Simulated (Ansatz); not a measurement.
`C[SiH2][SiH](O)Cl` → `O[SiH]Cl`• + `C[SiH2]`•  (homolysis of the Si–Si bond)

Gas-phase electronic energies from Ansatz, PBE0-D4/def2-TZVP geometries. CCSD(T)/CBS is the MP2 limit (def2-TZVPP, def2-QZVPP) plus CCSD(T) − MP2 in def2-TZVPP, frozen cores. DFT in def2-TZVPP. HSE06 is defined as in plane-wave codes. Open shells (•) are unrestricted, without spin–orbit coupling. Each species was taken in one conformer, which may not be the lowest.

`C[SiH2][SiH](O)Cl`:

Z-matrix (Å, degrees):
```
C
Si 1 1.873
H 1 1.092 2 110.4
H 1 1.092 2 110.8 3 120.2
H 1 1.092 2 110.4 3 -119.6
Si 2 2.336 1 109.8 3 61.1
H 2 1.490 1 111.3 3 -59.7
H 2 1.490 1 111.3 3 179.8
Cl 6 2.074 2 108.2 1 58.4
O 6 1.642 2 107.3 1 -60.1
H 6 1.487 2 116.2 1 175.3
H 10 0.959 6 118.2 2 179.0
```

`O[SiH]Cl`•:

Cartesian coordinates in Å:
```
O 0.836 0.819 -0.155
Si 0.076 -0.631 -0.077
Cl -1.654 -0.505 1.045
H 1.044 1.270 0.666
H -0.301 -0.952 -1.480
```

`C[SiH2]`•:

```xyz
7

C    -0.302    0.041   -0.759
Si    0.259   -0.469    0.956
H    -0.070    1.094   -0.942
H     0.198   -0.555   -1.525
H    -1.380   -0.095   -0.871
H    -0.439    0.307    2.020
H     1.734   -0.323    1.121
```

CCSD(T)/CBS gives +3.52 eV.

(1) Another level gave +3.21 eV. Which?
A. BHLYP/def2-TZVPP
B. BLYP/def2-TZVPP
C. MP2/def2-TZVPP
D. HSE06-D4/def2-TZVPP

(2) What do rigid-rotor, harmonic-oscillator terms from PBE0-D4/def2-TZVP frequencies (298.15 K, 1 bar) make of the CCSD(T)/CBS value? (Estimate.)

Largest T1 diagnostic among the species: 0.014.

Results:

(1) A. BHLYP 3.21, HSE06-D4 3.34, MP2/def2-TZVPP 3.42, BLYP 2.98 eV.

(2) The calculation gave: ΔZPE = -0.12 eV, ΔH = +3.42 eV, ΔS = 170 J/(mol·K), ΔG = +2.90 eV. Open shells count their whole term as degenerate. Modes under 50 cm⁻¹ make the entropy rough.

From BLYP to BHLYP (50 % exact exchange), in def2-TZVPP and without D4, ΔE moves by +0.24 eV. The D4 term adds +0.18 eV with B3LYP and +0.10 eV with PBE0; it sums over pairs of atoms, weighted by their polarisabilities, and B3LYP, whose exchange is more repulsive, gets the larger term. Leaving LDA and LC-ωPBE aside and taking each functional with its dispersion term where it has one, the values, not all of them listed here, spread over 0.36 eV, from r2SCAN-D4 to ωB97X-V. LDA lies +0.49 eV from PBE without D4, its usual overbinding.

B3LYP here is the variant with VWN-RPA as its local correlation; programs differ in this.
